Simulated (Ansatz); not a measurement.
`O[SiH2][SiH](O)[SiH3]` → `O[SiH](O)[SiH3]` + `[SiH2]`  (silylene formation by 1,1-elimination)

Isolated molecules relaxed with PBE0-D4/def2-TZVP in Ansatz; ΔE leaves out vibrations. CCSD(T)/CBS adds triple-zeta CCSD(T) − MP2 to the extrapolated MP2 energy (def2 sets, frozen cores). This one scheme is used for every species. DFT in def2-TZVPP. B3LYP here is the variant with VWN-RPA as its local correlation; programs differ in this. Each species was taken in one conformer, which may not be the lowest.

CCSD(T)/CBS gives +49.0 kcal/mol.

Problem. Another level gave +45.2 kcal/mol. Which?
A. ωB97X-V/def2-TZVPP
B. B3LYP/def2-TZVPP
C. PBE/def2-TZVPP
D. HF/def2-TZVPP

Solution. B. B3LYP 45.2, PBE 50.6, HF/def2-TZVPP 42.3, ωB97X-V 51.8 kcal/mol.

Largest T1 diagnostic among the species: 0.014.

In def2-TZVPP, CCSD(T) changes the Hartree–Fock value by +4.6 kcal/mol (the triples alone add +1.3 kcal/mol) and MP2 by +8.3 kcal/mol. The D4 term adds +3.5 kcal/mol with B3LYP and +2.0 kcal/mol with PBE0; it sums over pairs of atoms, weighted by their polarisabilities, and B3LYP, whose exchange is more repulsive, gets the larger term. From PBE to PBE0 (25 % exact exchange), in def2-TZVPP and without D4, ΔE moves by +1.3 kcal/mol.
